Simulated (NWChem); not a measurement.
Species: CH3GeNO2; SMILES C([O][GeH2][OH])#N

```xyz
8

N      0.7524     2.6039     0.4211
C      0.0816     1.7657    -0.0286
O     -0.6504     0.8459    -0.5252
Ge    -0.4004    -0.9065     0.0053
O      1.2830    -1.2978    -0.2890
H     -1.2498    -1.6914    -0.9807
H     -0.7715    -0.9184     1.4920
H      1.9108    -0.8479     0.2892
```
Atoms are numbered in this order, from 1.

All runs: NWChem. The geometry was optimised at PBE0/def2-SVP. Static field.

Predict the results for LDA (Slater exchange, VWN5)/def2-SVPD. Quantities: isotropic polarisability (bohr³); anisotropy (bohr³).


```json
{
 "isotropic polarisability (bohr³)": "55.4",
 "anisotropy (bohr³)": "22.6"
}
```
